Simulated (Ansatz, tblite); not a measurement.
Isomers of B8⁺ (doublet), found by a short tight-binding search and relaxed with PBE-D4/def2-SVP in Ansatz.

The xTB rows come from tblite.

Run but left out: HF/def2-SVP, HF/def2-TZVP, B2PLYP/def2-TZVP, MP2/def2-SVP, MP2/def2-TZVP, CCSD/def2-SVP, CCSD(T)/def2-SVP (C: ⟨S²⟩ 1.02 to 1.58, where a pure state has 0.75).

B: At BLYP-D4/def2-TZVP the gap within one spin of the charge 1 doublet nearly closes, so an electron or hole may be smeared out by delocalisation error. C: At r2SCAN-D4/def2-TZVP, PBE0-D4/def2-SVP, PBE0-D4/def2-TZVP, CAM-B3LYP-D4/def2-TZVP the charge 1 doublet is spin-contaminated (final ⟨S²⟩ up to 0.94, 0.75 for a pure state).

Other spin states weren't relaxed.

A:

```xyz
8

B     0.2856   -0.4288   -1.1858
B    -0.0707   -1.5759    0.2376
B     1.2170    0.8076   -0.7266
B    -1.2489   -0.1351    0.3057
B    -0.5683    1.1493    1.0087
B     0.6043   -0.1672    0.6546
B    -1.1142   -1.2242   -0.9052
B     0.8952    1.5742    0.6110
```

B:

```tsv
atom	x (Å)	y (Å)	z (Å)
B1	-0.1126	-1.6955	0.7390
B2	-1.4805	-0.9931	0.4290
B3	1.3420	-1.1298	0.4963
B4	-0.6799	1.5673	-0.6848
B5	-0.0001	-0.0002	-0.0003
B6	1.7891	0.2966	-0.1233
B7	0.8828	1.4913	-0.6474
B8	-1.7408	0.4635	-0.2086
```

C:

```xyz
8

B     1.301    2.232    1.189
B     1.110    0.844    0.446
B    -1.110   -0.844   -0.446
B     0.198   -1.913   -1.028
B    -0.198    1.914    1.027
B    -1.301   -2.232   -1.189
B    -0.609    0.545    0.296
B     0.609   -0.545   -0.296
```

Question: Estimate which lies lowest at each level, and how far above it the others are (kcal/mol).

Answer: 
```json
{"level": "GFN1-xTB", "A": "29.3", "B": "0.0", "C": "18.5"}
{"level": "GFN2-xTB", "A": "8.8", "B": "4.2", "C": "0.0"}
{"level": "PBE-D4/def2-SVP", "A": "15.9", "B": "0.0", "C": "26.6"}
{"level": "PBE-D4/def2-TZVP", "A": "18.0", "B": "0.0", "C": "26.0"}
{"level": "BLYP-D4/def2-TZVP", "A": "28.7", "B": "0.0", "C": "26.6"}
{"level": "r2SCAN-D4/def2-TZVP", "A": "19.5", "B": "0.0", "C": "27.8"}
{"level": "PBE0-D4/def2-SVP", "A": "18.2", "B": "0.0", "C": "34.8"}
{"level": "PBE0-D4/def2-TZVP", "A": "20.3", "B": "0.0", "C": "34.2"}
{"level": "CAM-B3LYP-D4/def2-TZVP", "A": "29.1", "B": "0.0", "C": "38.3"}
```
Point groups (tolerance 0.1 Å): A Cs, B not assigned, C C2h. Lower isomers may exist. From def2-SVP to def2-TZVP the PBE0 values move by up to 2.0 kcal/mol, so results in the small set are rough.
